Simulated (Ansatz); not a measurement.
Isolated molecules relaxed with PBE0-D4/def2-TZVP in Ansatz; ΔE leaves out vibrations. CBS: MP2 limit from def2 TZ/QZ plus the TZ coupled-cluster correction, frozen cores. This one scheme is used for every species. Functionals use def2-TZVPP. One conformer a species, not always the lowest.

`F[SiH](Cl)[SiH2]Cl` + H₂ → `F[SiH2][SiH2]Cl` + HCl  (hydrogenolysis of the Si–Cl bond)

`F[SiH](Cl)[SiH2]Cl`:

```xyz
8

F    -1.725    1.449    0.114
Si   -0.570    0.718   -0.707
Cl    0.757    2.137   -1.354
Si    0.595   -0.750    0.696
Cl   -0.689   -2.242    1.299
H    -1.192    0.093   -1.896
H     1.722   -1.368   -0.046
H     1.103   -0.038    1.893
```

H₂:

```xyz
2

H    -0.154    0.173   -0.292
H     0.154   -0.173    0.292
```

`F[SiH2][SiH2]Cl`:

Z-matrix (Å, degrees):
```
Si
Si 1 2.344
F 1 1.606 2 110.1
H 1 1.485 2 110.2 3 119.4
H 1 1.485 2 110.2 3 -119.4
Cl 2 2.065 1 104.9 3 179.9
H 2 1.484 1 112.9 3 62.2
H 2 1.484 1 112.9 3 -62.4
```

HCl:

```xyz
2

Cl   -0.425    0.442    0.182
H     0.425   -0.442   -0.182
```

```csv
level,ΔE (kJ/mol)
PBE-D4,87.5
r2SCAN-D4,91.6
r2SCAN,90.3
HF/def2-TZVPP,69.4
CCSD(T)/def2-TZVPP,79.7
HF/def2-QZVPP,69.6
MP2/def2-QZVPP,92.7
CCSD/CBS(def2),81.3
```

(1) What does CCSD(T)/CBS give? (Best estimate.)

Largest T1 diagnostic among the species: 0.011.

## Answers

(1) Ansatz gave: +85.3 kJ/mol. The listed levels differ from it by 2.2, 6.3, 5.0, -15.9, -5.6, -15.7, 7.4, -4.0 kJ/mol.

The D4 term adds +8.8 kJ/mol with B3LYP and +4.7 kJ/mol with PBE0; it sums over pairs of atoms, weighted by their polarisabilities, and B3LYP, whose exchange is more repulsive, gets the larger term. In def2-TZVPP, CCSD(T) changes the Hartree–Fock value by +10.3 kJ/mol (the triples alone add +4.0 kJ/mol) and MP2 by +20.0 kJ/mol.

CCSD(T)/CBS has its own doubt, a few kJ/mol and more with outer-core shells, so smaller differences from it don't rank the levels.

B3LYP here is the variant with VWN-RPA as its local correlation; programs differ in this.
